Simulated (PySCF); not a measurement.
PySCF 2.14 output of an unrestricted PBEsol calculation on a single atom or ion in aug-cc-pwCVTZ-DK3 with one added diffuse shell each of s, p, d, f type (11s10p8d5f1g, 125 functions), with the spin-free X2C one-electron Hamiltonian (Gaussian nucleus):

```
SCF conv_tol = 1e-09
number electrons alpha = 28  beta = 24
    J. P. Perdew, A. Ruzsinszky, G. I. Csonka, O. A. Vydrov, G. E. Scuseria, L. A. Constantin, X. Zhou, and K. Burke.,  Phys. Rev. Lett. 100, 136406 (2008)
    J. P. Perdew, A. Ruzsinszky, G. I. Csonka, O. A. Vydrov, G. E. Scuseria, L. A. Constantin, X. Zhou, and K. Burke.,  Phys. Rev. Lett. 100, 136406 (2008)
cycle= 1 E= -6789.86259285664  delta_E= -0.0225  |g|= 0.0726  |ddm|= 0.957
cycle= 2 E= -6789.86287781933  delta_E= -0.000285  |g|= 0.0164  |ddm|= 0.149
cycle= 3 E= -6789.86292368164  delta_E= -4.59e-05  |g|= 0.00627  |ddm|= 0.0555
cycle= 4 E= -6789.86293095486  delta_E= -7.27e-06  |g|= 0.000626  |ddm|= 0.00852
cycle= 5 E= -6789.86293111863  delta_E= -1.64e-07  |g|= 8.17e-05  |ddm|= 0.0061
cycle= 6 E= -6789.86293113181  delta_E= -1.32e-08  |g|= 1.07e-05  |ddm|= 0.0028
cycle= 7 E= -6789.86293113193  delta_E= -1.22e-10  |g|= 4.36e-07  |ddm|= 0.0002
converged SCF energy = -6789.86293113193  <S^2> = 6.0007933  2S+1 = 5.0003173
```

The run itself started from symmetry-adapted Hartree-Fock orbitals and held the occupation by maximum overlap, on a logarithmic radial grid, so the iterations belong to that start.

Which element, charge and spin multiplicity is this?

Te (tellurium, neutral), multiplicity 5; the state was [Kr] 4d10 5s2 5p3 6s1, high-spin 5S determinant (an excited configuration).

The outer electron is Rydberg-like, and this basis confines it to a smaller radius and binds it less than a complete one would.
